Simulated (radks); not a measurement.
Question: These are the eigenvalues of the occupied orbitals of an atom or ion with whole-number occupations (eV). Calculated with a radial shooting solver on a logarithmic mesh with Libxc functionals: scalar-relativistic Kohn-Sham, LDA (Slater exchange, Perdew-Wang correlation), spin-polarised, spherical densities, point nucleus.

1s up: -7.3204

Which element is it, and in what charge state? The configuration may be excited. Open shells, if any, are filled with parallel spins first.

Answer: Z = 1, hydrogen, charge 0: H in 1s1. The 1s level, -0.26902 hartree, gives Z - s = 0.7 by -(Z - s)^2/2, which with screening and relativity narrows Z to a few neighbours, and with so few levels the electron count can be read from the list.
